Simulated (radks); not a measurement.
The numbers below are computed, except where a source is named.
All-electron atom: Yb+ in [Xe] 4f14 6s1. Code: a radial shooting solver on a logarithmic mesh with Libxc functionals. Model: Dirac Kohn-Sham, PBE, spin-unpolarised, spherical densities, finite nucleus; Fermi nuclear charge, rms radius 5.3108 fm.

Spin-orbit splittings of the eigenvalues, e(l+1/2) - e(l-1/2), with zeta = 2 splitting/(2l+1) and mean radii in bohr:

| shell | occ. | splitting (eV) | zeta (eV) | <r> j=l-1/2 | <r> j=l+1/2 |
|---|---|---|---|---|---|
| 2p | 6 | 1047 | 698.0 | 0.06872 | 0.07622 |
| 3p | 6 | 222.2 | 148.2 | 0.2061 | 0.2201 |
| 3d | 10 | ? | ? | 0.1935 | 0.1978 |
| 4p | 6 | 50.29 | 33.53 | 0.4956 | 0.5280 |
| 4d | 10 | 9.155 | 3.662 | 0.5535 | 0.5650 |
| 4f | 14 | 1.317 | 0.3764 | 0.7742 | 0.7973 |
| 5p | 6 | 6.093 | 4.062 | 1.367 | 1.484 |

Estimate the 3d splitting.

Answer. 48.56 eV (zeta = 19.42 eV).
